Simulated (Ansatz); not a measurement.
Stepwise reaction of `O[SiH2]N[SiH](F)F` with water, as a gas-phase model of exchange steps in deposition or etching. ΔE in kJ/mol.

Program: Ansatz. Geometries: PBE0-D4/def2-TZVP. ΔE: electronic, gas phase. CCSD(T)/CBS is the MP2 limit (def2-TZVPP, def2-QZVPP) plus CCSD(T) − MP2 in def2-TZVPP, frozen cores. This one scheme is used for every species. DFT in def2-TZVPP. B3LYP here is the variant with VWN-RPA as its local correlation; programs differ in this. One conformer a species, not always the lowest.

| step | reaction | PBE-D4 | B3LYP-D4 | ωB97M-V | CCSD(T)/CBS |
| --- | --- | --- | --- | --- | --- |
| 1 | `O[SiH2]N[SiH](F)F` + H₂O → `O[SiH2]N[SiH](O)F` + H–F | 40.6 | 42.4 | 42.7 | 42.7 |

Problem. Give the row of step 2, `O[SiH2]N[SiH](O)F` + H₂O → `O[SiH2]N[SiH](O)O` + H–F. (Estimate.)

Solution. Computed: 
```csv
step,reaction,PBE-D4,B3LYP-D4,ωB97M-V,CCSD(T)/CBS
2,`O[SiH2]N[SiH](O)F` + H₂O → `O[SiH2]N[SiH](O)O` + H–F,37.1,40.1,39.6,40.0
```

Problem. By hand: ΔE of the 2 steps together at CCSD(T)/CBS.

Solution. (42.7) + (40.0) = 82.7 kJ/mol, or 41.4 kJ/mol a step.

In ΔE the steps differ by no more than 2.7 kJ/mol. All are uphill at CCSD(T)/CBS. PBE-D4 differs from CCSD(T)/CBS by -2.9 to -2.1 kJ/mol a step. Only this route is followed, and other bonds may react first. Isolated molecules leave out the surface, adducts and barriers. Largest T1 diagnostic: 0.012.
